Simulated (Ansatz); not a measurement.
Wavefunction ladder for AlH4O2Si (`[OH][Al][O][SiH3]`) radical

Cartesian coordinates in Å:
```
O 0.280 1.139 2.539
Al -0.820 0.336 1.523
O -0.300 -0.114 -0.010
Si 0.104 -0.584 -1.512
H 0.044 1.421 3.422
H -1.118 -0.774 -2.340
H 0.961 0.445 -2.159
H 0.849 -1.870 -1.463
```

Total charge 0; spin multiplicity 2. The structure was optimised at the PBE0-D4/def2-TZVP level. It is one conformer, not always the lowest. Frozen core, unrestricted reference, Ansatz 0.2.0. CBS rows extrapolate triple and quadruple zeta; past MP2 they add the triple-zeta difference.

```
     basis     HF (Eh)  MP2 corr.
  def2-SVP  -682.74088   -0.51244
def2-TZVPP  -683.13383   -0.65600
def2-QZVPP  -683.15873   -0.70915
```

(1) Estimate the CCSD correlation energy and the (T) correction in each basis where they were run (hartree).

Answers

(1) 
| basis | CCSD corr. | (T) |
| --- | --- | --- |
| def2-SVP | -0.54347 | -0.01145 |
| def2-TZVPP | -0.68096 | -0.02346 |
| CBS(def2) | -0.77348 | as TZ |
